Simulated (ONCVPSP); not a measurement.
Before and after: ONCV potential for Yb

* Element: Yb
* Generator: ONCVPSP 4.0.1
* Type: optimised norm-conserving Vanderbilt (ONCV)
* Functional: PBE
* Relativity: scalar-relativistic
* Frozen core: [Xe] 4f13
* Valence charge: 3
* Reference configuration: 5d1.5 6s1.5
* Partial waves: 6s: rc 3.30 bohr, ncon 3, nbas 7, qcut 2.1 1/bohr, 2 projectors, debl 1.2 Ha; p scattering state at 0.13 Ha: rc 2.75 bohr, ncon 4, nbas 8, qcut 2.8 1/bohr, 3 projectors, debl 0.6 Ha; 5d: rc 2.75 bohr, ncon 4, nbas 8, qcut 5.9 1/bohr, 2 projectors, debl 3.5 Ha; f scattering state at 0.08 Ha: rc 2.80 bohr, ncon 4, nbas 8, qcut 4.1 1/bohr, 2 projectors, debl 1 Ha
* Local potential: polynomial inside 2.35 bohr (lpopt 5, dvloc0 0 Ha)
* Core correction: Teter function fitted to the true core (icmod 2), fcfact 0.25

Change: s: debl 0.2.

Cutoffs: the cutoffs (Ha) at which the residual kinetic energy of the hardest occupied pseudo-wave falls to 1 and 0.1 mHa per electron; they do not see the model core or the augmentation charge, which bear on the density cutoff. Errors are all-electron minus pseudo energies relative to the spin-unpolarised reference configuration.

Problem. How do hardness, ghosts and transferability respond?

Solution. The potential gets neither clearly harder nor softer (9.7 Ha and 12 Ha → 9.7 Ha and 12 Ha); both files keep a bound ghost (p); the lowest positive-energy flag moves from s at 21.0 eV to s at 8.6 eV; the errors of the 3 common tests hardly move.

```tsv
quantity	base	changed
cutoff, loose	9.7 Ha	9.7 Ha
cutoff, tight	12 Ha	12 Ha
bound ghosts	p	p
GHOST(+) flags under 300 eV	s at 21.0 eV, f at 24.7 eV	s at 8.6 eV, f at 24.7 eV
tests counted as reliable (solved cleanly; for ONCVPSP, near-neutral configurations with less than one 5d electron left out)	3 of 4	3 of 4
error for 5d1 6s2, meV [ΔE -1.39 eV]	+0.3	+0.5
error for 5d1 6s1, meV [ΔE 5.87 eV]	-7.6	-7.7
error for 5d2 6s0, meV [ΔE 8.18 eV]	+11	+11
s: phases at 3.35 bohr within 0.05 rad from the reference energy up to (Ha; the scan ends near 5)	0.8	1.6
p: phases at 2.78 bohr within 0.05 rad from the reference energy up to (Ha; the scan ends near 5)	3.2	3.2
d: phases at 2.78 bohr within 0.05 rad from the reference energy up to (Ha; the scan ends near 5)	to the end of the scan	to the end of the scan
f: phases at 2.83 bohr within 0.05 rad from the reference energy up to (Ha; the scan ends near 5)	n/a	n/a
rms error of d²Exc/dni dnj with the model core, mHa	2.81	2.81
```

Base: The cutoffs count occupied waves only; projector 2 of the f channel, the hardest unoccupied one, needs 44 Ha at the loose tolerance. Changed file: The cutoffs count occupied waves only; projector 2 of the f channel, the hardest unoccupied one, needs 44 Ha at the loose tolerance. A true bound ghost makes a file unfit for plane-wave use even where its test errors are small: the radial tests pick states by their node count and pass the ghost by.
